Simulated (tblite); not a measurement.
Species: C7H13NSi.
Structure used (GFN2-xTB), in Å, numbered top down from 1:
```xyz
22
C7H13NSi angstrom
C      3.2561   -1.3356    0.3311
C      2.1523   -0.9452    0.5816
C      0.8081   -0.4893    0.8661
C     -0.2496   -1.3952    0.2161
Si    -1.8236   -0.3332    0.2563
N     -2.5075   -0.2487   -1.3283
C     -0.9056    1.2780    0.6774
C      0.5712    0.9658    0.4125
C      0.9015    1.1553   -1.0640
H      4.2265   -1.6729    0.1185
H      0.6633   -0.5204    1.9539
H     -0.3216   -2.3335    0.7627
H      0.0510   -1.6423   -0.8012
H     -2.7387   -0.7399    1.3395
H     -2.8002   -1.1112   -1.7598
H     -3.1979    0.4636   -1.5045
H     -1.2175    2.1469    0.1017
H     -1.0446    1.5287    1.7295
H      1.2190    1.6287    0.9996
H      0.8293    2.2075   -1.3324
H      1.9135    0.8148   -1.2741
H      0.2046    0.5975   -1.6838
```

Computed with GFN2-xTB (tblite): harmonic, unscaled wavenumbers at the GFN2-xTB geometry, gas phase. The method is semi-empirical: single wavenumbers can be off by several per cent or more. Modes of hydrogen on silicon can be 10 to 20 % off. One conformer, not necessarily the lowest.

Harmonic wavenumbers (cm⁻¹): 73.1, 100.8, 129.8, 167.0, 199.7, 212.4, 219.3, 255.2, 311.5, 340.6, 381.3, 436.9, 504.5, 571.5, 584.7, 618.7, 653.8, 658.2, 660.5, 725.4, 756.6, 766.2, 803.0, 840.3, 851.4, 908.5, 947.1, 1005.7, 1031.7, 1065.3, 1079.8, 1090.3, 1145.8, 1192.6, 1214.8, 1238.5, 1275.6, 1293.1, 1319.7, 1342.3, 1412.1, 1482.8, 1485.3, 1499.9, 1509.1, 1519.9, 2155.9, 2286.1, 2892.0, 2908.2, 2982.8, 2998.4, 3012.5, 3015.3, 3024.2, 3032.7, 3048.3, 3393.6, 3465.1, 3498.7.

A = 2496, B = 938.5, C = 851.0 MHz; mass 139.082 u (most abundant isotopes); point group C1, symmetry number 1.

Q: Zero-point energy?

A: Half the sum of the wavenumbers: 39798 cm⁻¹ = 476.09 kJ/mol.

Q: Give the ideal-gas entropy at 298.15 K and 1 bar in the rigid-rotor, harmonic-oscillator model (classical rotation).

A: Translation 170.40, rotation 123.29, vibration 128.01: S = 421.7 J/(mol K).

Q: And Cp and H(298.15 K) − H(0)?

A: Cp = 186.72 J/(mol K), of which vibrations give 153.46 (their classical limit is 60 R = 498.9); H(298.15 K) − H(0) = 31.71 kJ/mol without the zero-point energy, 21.80 from vibrations.

Q: What must be added to the electronic energy to get the Gibbs energy at 298.15 K and 1 bar?

A: ZPE + [H(298.15 K) − H(0)] − T·S = 476.09 + 31.71 − 125.73 = 382.07 kJ/mol.

Q: How do the functions run with temperature in this model?

A: 
```csv
T (K),S (J/(mol K)),Cp (J/(mol K)),H − H(0) (kJ/mol),G − H(0) (kJ/mol),ln q(vib)
150,323.8,107.4,9.93,-38.64,2.41
250,391.1,161.0,23.34,-74.45,5.20
400,483.7,236.5,53.33,-140.16,9.64
600,594.5,310.1,108.48,-248.23,15.64
900,734.6,380.0,212.86,-448.31,24.17
```

q(vib) and H(0) count from the zero-point level.

Hindered rotation and anharmonicity are outside this model. Other conformers, if any are populated, would add a mixing term that is left out. The structure is chiral; the term R ln 2 for an equal mix with its mirror image is left out.
